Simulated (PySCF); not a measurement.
# What a mistake does to a calculation on H3O3Si anion

These are calculations, not measurements. The program is PySCF 2.14.0, an open-source quantum chemistry code, run on an isolated molecule that a program drew, which may never have been made. The molecule is H3O3Si anion (charge -1, singlet), drawn as the SMILES string `[O-][SiH](O)O`.

Each row is a Hartree-Fock (HF) and frozen-core CCSD(T) single point in the aug-cc-pV(D+d)Z basis, meant for a local HF minimum. Run 1 is clean. Each other run has one planted mistake out of seven kinds, and not every kind appears here: one electron removed, one electron added, multiplicity raised by two, geometry at a saddle point, minimal basis STO-3G, one bond length entered in bohr, all coordinates scaled. The reference is restricted for singlets and unrestricted otherwise, and also for a bond in bohr. Adding or removing an electron swaps singlet and doublet. Electrons count all cores. HOMO and LUMO are orbital energies over both spins, the gradient is its largest component, and the lowest frequency (negative if imaginary) is given only where the gradient is small. Bond lengths are over the 6 bonds as drawn. T1 is the CCSD diagnostic: over 0.02 (restricted) or 0.045 (unrestricted) a single reference is doubtful.

Geometry of the clean run:
```xyz
7
H3O3Si anion, angstrom
O    -0.8173    0.3292   -1.9571
Si   -1.2942    1.2808   -0.8317
O    -0.4449    1.0912    0.6211
O    -2.9239    1.0777   -0.4181
H    -1.2075    2.7587   -1.0578
H     0.1365    0.3542    0.5339
H    -3.2623    0.3355   -0.8908
```

| run | electrons | basis functions | <S^2> | HOMO (eV) | LUMO (eV) | gradient (hartree/bohr) | lowest frequency (cm^-1) | mean bond (Å) | longest bond (Å) | T1 | HF (hartree) | CCSD(T) (hartree) | mistake |
|---|---|---|---|---|---|---|---|---|---|---|---|---|---|
| 1 | 42 | 128 | 0.000 | -5.49 | 4.13 | 3.7e-06 | 170 | 1.3865 | 1.694 | 0.0173 | -515.46789 | -516.23134 | no fault |
| 2 | 42 | 27 | 0.000 | 1.77 | 20.67 | 5.3e-02 | - | 1.3865 | 1.694 | 0.0153 | -508.68980 | -508.85951 | minimal basis STO-3G |
| 3 | 41 | 128 | 0.757 | -13.26 | -0.46 | 1.3e-01 | - | 1.3865 | 1.694 | 0.0202 | -515.37710 | -516.07864 | one electron removed |
| 4 | 42 | 128 | 2.006 | 0.77 | 3.24 | 1.3e-01 | - | 1.3865 | 1.694 | 0.0250 | -515.34704 | -516.05700 | multiplicity raised by two |
| 5 | 42 | 128 | 0.612 | -3.28 | 4.02 | 1.9e-02 | - | 1.6086 | 2.830 | 0.0564 | -515.35801 | -516.12662 | ? |
| 6 | 42 | 128 | 0.000 | -5.49 | 4.13 | 1.6e-02 | - | 1.4059 | 1.717 | 0.0177 | -515.46632 | -516.23406 | ? |

**Which mistake was planted in run 5, and what did it cost?**

The mean bond changes by a factor of 1.160 and the longest by 1.671, so the molecule wasn't scaled as a whole. A length L in bohr read as angstrom grows by (1/0.5292 - 1) L = 0.890 L. The 6 bonds together grew by 6 x 0.2221 = 1.333 Å, which gives L = 1.498 Å. That is bond Si2-H5, 1.498 Å in the clean geometry. So the mistake is: one bond length entered in bohr. Subtracting run 1 and multiplying by 627.51 kcal/mol a hartree, the energy moved by 69.0 kcal/mol in HF and 65.7 kcal/mol in CCSD(T).

**Which mistake was planted in run 6, and what did it cost?**

The mean and the longest bond both change by the same factor, 1.014, and the gradient is no longer small. So the mistake is: all coordinates scaled. Subtracting run 1 and multiplying by 627.51 kcal/mol a hartree, the energy moved by 1.0 kcal/mol in HF and -1.7 kcal/mol in CCSD(T).

Cautions from the logs. Run 2: the HOMO is above zero, so the electron isn't bound and the energy depends on the basis; run 4: the HOMO is above zero, so the electron isn't bound and the energy depends on the basis; run 5: T1 is over the limit, so its CCSD(T) energy is less reliable.
